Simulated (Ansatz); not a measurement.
`C[CH2][Al]([F])[Cl]` + HBr → `C[CH2][Al]([Cl])[Br]` + H–F  (ligand exchange at the Al–F bond)

Program: Ansatz. Geometries: PBE0-D4/def2-TZVP. ΔE: electronic, gas phase. CCSD(T)/CBS adds triple-zeta CCSD(T) − MP2 to the extrapolated MP2 energy (def2 sets, frozen cores). This one scheme is used for every species. DFT in def2-TZVPP. HSE06 is defined as in plane-wave codes. For Br outer-core shells are correlated without core-valence functions, which leaves a few kJ/mol of doubt a bond. Scalar relativity is left out up to krypton. Each species was taken in one conformer, which may not be the lowest.

`C[CH2][Al]([F])[Cl]`:

```xyz
10

C     0.997    0.849   -0.232
C     0.420   -0.449    0.330
Al   -1.481   -0.718    0.061
F    -2.237   -2.052    0.657
Cl   -2.681    0.637   -0.983
H     2.072    0.922   -0.047
H     0.844    0.927   -1.311
H     0.528    1.728    0.216
H     0.930   -1.319   -0.101
H     0.608   -0.525    1.408
```

HBr:

Cartesian coordinates in Å:
```
Br -0.521 -0.300 0.378
H 0.521 0.300 -0.378
```

`C[CH2][Al]([Cl])[Br]`:

Z-matrix (Å, degrees):
```
C
C 1 1.527
H 1 1.092 2 111.7
H 1 1.092 2 111.7 3 119.6
H 1 1.094 2 111.4 3 -120.2
Al 2 1.940 1 116.2 3 -59.9
H 2 1.097 1 110.9 3 178.1
H 2 1.097 1 110.9 3 62.2
Br 6 2.251 2 122.0 1 0.1
Cl 6 2.092 2 121.1 1 -179.9
```

H–F:

Cartesian coordinates in Å:
```
F -0.040 -0.347 0.300
H 0.040 0.347 -0.300
```

(1) Is it downhill or uphill in electronic energy at CCSD(T)/CBS, and by how much? (An estimate is asked.)

(2) What do these levels give: BLYP-D4, HSE06-D4, CAM-B3LYP-D4, ωB97M-V, PBE-QIDH, BHLYP, LC-ωPBE, CCSD(T)/def2-SVP, HF/def2-TZVPP, MP2/def2-QZVPP, SCS-MP2/def2-QZVPP, MP2/CBS(def2)? (An estimate is asked.)

Largest T1 diagnostic among the species: 0.010.

## Answers

(1) The calculation gave: Uphill: ΔE = +4.1 kcal/mol.

(2) Computed: BLYP-D4 7.4, HSE06-D4 3.1, CAM-B3LYP-D4 7.5, ωB97M-V 5.4, PBE-QIDH 3.5, BHLYP 7.0, LC-ωPBE 6.0, CCSD(T)/def2-SVP 7.7, HF/def2-TZVPP 5.9, MP2/def2-QZVPP 3.5, SCS-MP2/def2-QZVPP 5.0, MP2/CBS(def2) 2.8 kcal/mol.

At CCSD(T), def2-SVP lies +3.5 kcal/mol from the extrapolated value and def2-TZVPP +1.0 kcal/mol. Leaving LDA and LC-ωPBE aside and taking each functional with its dispersion term where it has one, the values spread over 4.4 kcal/mol, from HSE06-D4 to CAM-B3LYP-D4. From r2SCAN to r2SCAN0 (25 % exact exchange), in def2-TZVPP and without D4, ΔE moves by −1.1 kcal/mol.
